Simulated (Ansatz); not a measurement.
The same path of a periodic cell of 63 atoms, Si (host Si, host structure diamond, one Si atom removed) was run twice with different band settings. Lost on the way: Si1–Si30, Si15–Si30, Si29–Si30. Made: Si12–Si30, Si30–Si34, Si30–Si35.

The calculation used DFT PBE, scalar-relativistic, plane waves, PAW (Ansatz 0.2.0). Settings: PAW set soft_1, cutoff 420 eV, k mesh 1x1x1, fermi-dirac smearing 0.05 eV, no spin polarisation.

Relaxed end points:

```xyz
63
Lattice="10.8600 0.0000 0.0000 0.0000 10.8600 0.0000 0.0000 0.0000 10.8600" Properties=species:S:1:pos:R:3
Si 5.438 -0.027 0.030
Si 6.786 1.355 1.365
Si 8.145 2.715 0.006
Si 9.494 4.082 1.359
Si 8.120 -0.028 2.713
Si 9.495 1.347 4.078
Si 0.004 -0.003 0.007
Si 1.370 1.347 1.359
Si 2.720 2.713 0.006
Si 4.078 4.073 1.365
Si 5.426 5.457 0.032
Si 6.729 6.848 1.423
Si 8.120 8.150 0.031
Si 9.503 9.498 1.364
Si 2.744 -0.027 2.725
Si 4.079 1.355 4.073
Si 5.432 2.714 2.718
Si 6.786 4.073 4.073
Si 8.120 5.457 2.725
Si 9.504 6.790 4.073
Si 5.427 -0.028 5.406
Si 6.792 1.347 6.781
Si 8.145 2.713 5.431
Si 9.506 4.071 6.793
Si 8.144 -0.004 8.148
Si 9.506 1.358 9.505
Si 0.001 5.432 0.006
Si 1.361 6.790 1.365
Si 2.743 8.138 0.030
Si 4.131 9.445 1.418
Si 0.002 2.715 2.718
Si 1.370 4.082 4.079
Si 2.744 5.457 2.714
Si 4.137 6.848 4.014
Si 6.731 9.441 4.017
Si 0.001 -0.004 5.431
Si 1.358 1.358 6.792
Si 2.720 2.715 5.431
Si 4.072 4.082 6.781
Si 5.438 5.457 5.406
Si 6.786 6.790 6.790
Si 8.121 8.138 5.407
Si 9.495 9.505 6.781
Si 2.720 -0.003 8.149
Si 4.072 1.347 9.515
Si 5.432 2.715 8.148
Si 6.792 4.082 9.517
Si 8.145 5.432 8.150
Si 9.495 6.784 9.516
Si 0.002 8.144 2.718
Si 1.361 9.498 4.073
Si 0.004 5.432 5.431
Si 1.370 6.784 6.781
Si 2.745 8.149 5.406
Si 4.078 9.498 6.790
Si 0.002 2.714 8.148
Si 1.358 4.070 9.505
Si 2.719 5.432 8.148
Si 4.079 6.790 9.507
Si 5.432 8.144 8.149
Si 6.786 9.498 9.508
Si 0.002 8.145 8.148
Si 1.370 9.504 9.516
```

```xyz
63
Lattice="10.8600 0.0000 0.0000 0.0000 10.8600 0.0000 0.0000 0.0000 10.8600" Properties=species:S:1:pos:R:3
Si 5.373 -0.057 0.057
Si 6.760 1.330 1.364
Si 8.136 2.706 -0.003
Si 9.502 4.072 1.357
Si 8.144 -0.003 2.712
Si 9.504 1.355 4.070
Si 0.001 -0.003 0.003
Si 1.385 1.330 1.351
Si 2.718 2.714 0.003
Si 4.072 4.072 1.357
Si 5.427 5.431 0.003
Si 6.760 6.815 1.351
Si 8.144 8.148 0.003
Si 9.502 9.502 1.357
Si 2.772 -0.057 2.658
Si 4.079 1.330 4.045
Si 5.427 2.714 2.712
Si 6.785 4.074 4.070
Si 8.136 5.439 2.718
Si 9.501 6.790 4.070
Si 5.427 -0.003 5.429
Si 6.785 1.355 6.789
Si 8.146 2.716 5.431
Si 9.502 4.072 6.787
Si 8.136 0.003 8.154
Si 9.501 1.355 9.505
Si 0.009 5.439 -0.003
Si 1.385 6.815 1.364
Si 2.772 8.202 0.057
Si 5.373 8.202 2.658
Si 0.009 2.706 2.718
Si 1.360 4.071 4.070
Si 2.718 5.431 2.712
Si 4.066 6.815 4.045
Si 6.760 9.509 4.045
Si 0.009 0.003 5.421
Si 1.360 1.355 6.786
Si 2.712 2.706 5.421
Si 4.072 4.072 6.787
Si 5.433 5.439 5.421
Si 6.785 6.790 6.786
Si 8.136 8.142 5.421
Si 9.502 9.502 6.787
Si 2.718 -0.003 8.146
Si 4.066 1.330 9.530
Si 5.433 2.706 8.154
Si 6.785 4.071 9.505
Si 8.146 5.429 8.144
Si 9.504 6.790 9.505
Si 0.001 8.148 2.712
Si 1.385 9.496 4.045
Si -0.001 5.429 5.431
Si 1.360 6.790 6.789
Si 2.718 8.148 5.429
Si 4.072 9.502 6.787
Si -0.001 2.716 8.144
Si 1.360 4.074 9.505
Si 2.712 5.439 8.154
Si 4.079 6.815 9.530
Si 5.427 8.148 8.146
Si 6.760 9.496 9.530
Si 0.009 8.142 8.154
Si 1.385 9.509 9.530
```

Common settings: climbing image yes; spring 5.0 eV/Å²; end points relaxed.

| run | movable images | optimiser | start path | force threshold | iteration limit |
| --- | --- | --- | --- | --- | --- |
| 1 | 5 | lbfgs | straight line | 0.03 eV/Å | 80 |
| 2 | 3 | quadratic models (default) | default | 0.05 eV/Å | 6 |

(1) What does each run give, and how far can it be trusted?

## Answers

(1) Run 1: converged after 15 iterations, highest image 0.199 eV above the first end. By the program's own check the climbing image is a first-order saddle point (lowest curvatures found: -0.15 and 0.79 eV/Å²).
Run 2: converged after 5 iterations, highest image 0.199 eV above the first end. The order of the point at the top wasn't checked.
Limits of this set-up: coarse k mesh, no spin, though dangling bonds at a vacancy may carry it, a typed lattice constant that wasn't relaxed here.
